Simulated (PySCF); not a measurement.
SnC: mean field, correlation and small terms against distance

State: ³Π, triplet, unpaired electrons σ ↑, π ↑. ROHF-based CCSD(T) in PySCF 2.14 with Sn cc-pwCVDZ-PP with ECP28, C aug-cc-pVDZ and Sn cc-pwCVTZ-PP with ECP28, C aug-cc-pVTZ (frozen core orbitals: 5; scalar-relativistic core potentials). Correlation energies are extrapolated as n⁻³ (n = 2, 3), Hartree–Fock as (n+1)·exp(−9√n). All energies in eV from Sn + C.

| R (Å) | HF/CBS | CCSD corr. | (T) | total |
| --- | --- | --- | --- | --- |
| 1.7781 | -0.306 | -1.870 | -0.3176 | -2.494 |
| 1.8589 | -0.723 | -1.884 | -0.3370 | -2.944 |
| 1.9397 | -0.886 | -1.913 | -0.3576 | -3.156 |
| 2.0206 | -0.873 | -1.948 | -0.3783 | -3.200 |
| 2.1014 | -0.748 | -1.984 | -0.3980 | -3.130 |
| 2.2024 | -0.503 | -2.016 | -0.4209 | -2.940 |
| 2.3034 | -0.218 | -2.026 | -0.4420 | -2.685 |

A fit to the total gives Re = 2.0065 Å, De = 3.202 eV, ωe = 681.0 cm⁻¹, Be = 0.3838 cm⁻¹ (masses 119.9022 and 12.0000 u).

**Question.** At R = 2.0206 Å the CCSD correlation energy is -0.455696 hartree in the smaller basis and -0.642866 in the larger. Extrapolate it.

**Answer.** (3³·E3 − 2³·E2)/(3³ − 2³) = -0.72167 hartree; the larger basis holds 89.1 % of it.

The T1 diagnostic is 0.048, large enough to doubt a single reference. The state was picked by a PBE0 search and need not be the measured ground state. Spin–orbit coupling, excitations beyond (T) and corrections to the Born–Oppenheimer picture are left out, and spin–orbit coupling matters for open p, d or f shells this heavy.
